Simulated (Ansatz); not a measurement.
Two isomers of C2H7B2F: A = `BCB(C)F`, B = `BC(B)(C)F`.

Isolated molecules relaxed with PBE0-D4/def2-TZVP in Ansatz; ΔE leaves out vibrations. CCSD(T)/CBS adds triple-zeta CCSD(T) − MP2 to the extrapolated MP2 energy (def2 sets, frozen cores). Functionals use def2-TZVPP. B3LYP here is the variant with VWN-RPA as its local correlation; programs differ in this. One conformer a species, not always the lowest.

**Question.** Which is lower in electronic energy at CCSD(T)/CBS, and by how much? (Best estimate.)

**Answer.** Computed: A, by 74.7 kcal/mol.

**Question.** Give E(B) − E(A) in kcal/mol with PBE-D4, r2SCAN-D4, MP2/def2-TZVPP, CCSD/def2-TZVPP, PBE0-D4, B3LYP-D4, B3LYP. (Best estimate.)

**Answer.** The calculation gave: PBE-D4 69.6, r2SCAN-D4 73.2, MP2/def2-TZVPP 75.9, CCSD/def2-TZVPP 76.4, PBE0-D4 71.8, B3LYP-D4 74.6, B3LYP 75.3. None reverses the order clearly.

Largest T1 diagnostic: 0.012.

In def2-TZVPP, CCSD(T) changes the Hartree–Fock value by −7.2 kcal/mol (the triples alone add −1.4 kcal/mol) and MP2 by −6.4 kcal/mol. From PBE to PBE0 (25 % exact exchange), in def2-TZVPP and without D4, E(B) − E(A) moves by +2.2 kcal/mol.
